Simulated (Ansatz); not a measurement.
Relaxation of Cl3FH3PTi (9 atoms, charge 0, multiplicity 1), to a largest force component of 0.03 eV/Å in at most 50 steps.

All numbers below come from Ansatz, RKS PBE0-D4/def2-SVP.

```xyz
9
Properties=species:S:1:pos:R:3
Ti 0.451 -0.419 -0.476
Cl -0.879 -0.788 2.815
Cl 1.751 -0.136 -2.180
F 0.229 1.083 0.331
Cl -1.386 -1.433 -1.024
P 1.774 -1.820 0.998
H 0.775 -2.840 0.957
H 2.572 -2.373 -0.049
H 0.442 -0.768 2.996
```

**Question.** Where does it end, and by what steps?

**Answer.** It converged. The force dipped under the threshold on the way, but the program's further checks kept it going. After 44 steps the energy has fallen by 0.112 eV; H9 moved furthest, 1.21 Å.

| step | energy less start (eV) | largest force component (eV/Å) | accepted |
| --- | --- | --- | --- |
| 0 | 0.0000 | 1.136 | yes |
| 2 | -0.0255 | 0.503 | yes |
| 4 | -0.0505 | 0.121 | yes |
| 6 | -0.0517 | 0.109 | yes |
| 8 | -0.0550 | 0.029 | yes |
| 10 | -0.0572 | 0.290 | yes |
| 12 | -0.0629 | 0.126 | yes |
| 14 | -0.0661 | 0.037 | yes |
| 16 | -0.0644 | 0.554 | no |
| 18 | -0.0746 | 0.136 | yes |
| 20 | -0.0805 | 0.246 | yes |
| 22 | -0.0863 | 0.020 | yes |
| 24 | -0.0887 | 0.121 | yes |
| 26 | -0.0890 | 0.432 | no |
| 28 | -0.0929 | 0.064 | yes |
| 30 | -0.0936 | 0.082 | yes |
| 32 | -0.0942 | 0.126 | yes |
| 34 | -0.0955 | 0.226 | yes |
| 36 | -0.1015 | 0.094 | yes |
| 38 | -0.1061 | 0.077 | yes |
| 40 | -0.1096 | 0.119 | yes |
| 42 | -0.1116 | 0.044 | yes |
| 44 | -0.1122 | 0.005 | yes |

```xyz
9
Properties=species:S:1:pos:R:3
Ti 0.692 -0.459 -0.430
Cl -0.896 -1.139 3.073
Cl 1.759 0.340 -2.129
F 0.445 0.700 0.844
Cl -1.114 -1.511 -1.001
P 2.252 -2.029 0.503
H 1.214 -2.356 1.438
H 1.806 -2.979 -0.473
H -0.428 -0.060 2.543
```

Whether the end is a true minimum wasn't checked by a vibrational analysis.

Run time: 2.6 min on 4 threads of Arm Neoverse V2, on a shared host, peak memory 0.4 GiB.
